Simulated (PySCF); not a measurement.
# Working with the constants of TeN

PBE constants of TeN, ²Π (doublet), unpaired electrons π ↑ (Te aug-cc-pVDZ-PP with ECP28, N aug-cc-pVDZ; scalar-relativistic core potentials (PySCF 2.14); masses 129.9062 and 14.0031 u):

| Item | Value |
| --- | --- |
| ωe | 796.2 cm⁻¹ |
| ωexe | 5.06 cm⁻¹ |
| Be | 0.37462 cm⁻¹ |
| αe | 0.00247 cm⁻¹ |
| D (centrifugal) | 3.32e-07 cm⁻¹ |
| De to Te + N | 3.44 eV |

Give the vibrational terms G(v) and spacings up to v = 3.

G(v) = ωe(v+½) − ωexe(v+½)².

```json
{"v": "0", "G(v) (cm⁻¹)": "397", "G(v) − G(v−1)": "", "Bv (cm⁻¹)": "0.3734"}
{"v": "1", "G(v) (cm⁻¹)": "1183", "G(v) − G(v−1)": "786", "Bv (cm⁻¹)": "0.3709"}
{"v": "2", "G(v) (cm⁻¹)": "1959", "G(v) − G(v−1)": "776", "Bv (cm⁻¹)": "0.3684"}
{"v": "3", "G(v) (cm⁻¹)": "2725", "G(v) − G(v−1)": "766", "Bv (cm⁻¹)": "0.3660"}
```

How well does the Morse estimate ωe²/(4ωexe) reproduce De, and what is D0?

It gives 3.88 eV, 113 % of the computed De. D0 = De − G(0) = 3.44 − 0.05 = 3.39 eV.

These are scalar-relativistic numbers at best; spin–orbit coupling would shift them, the dissociation energy most. The state is the lowest determinant that a PBE0 search found; another state may lie lower at other levels.
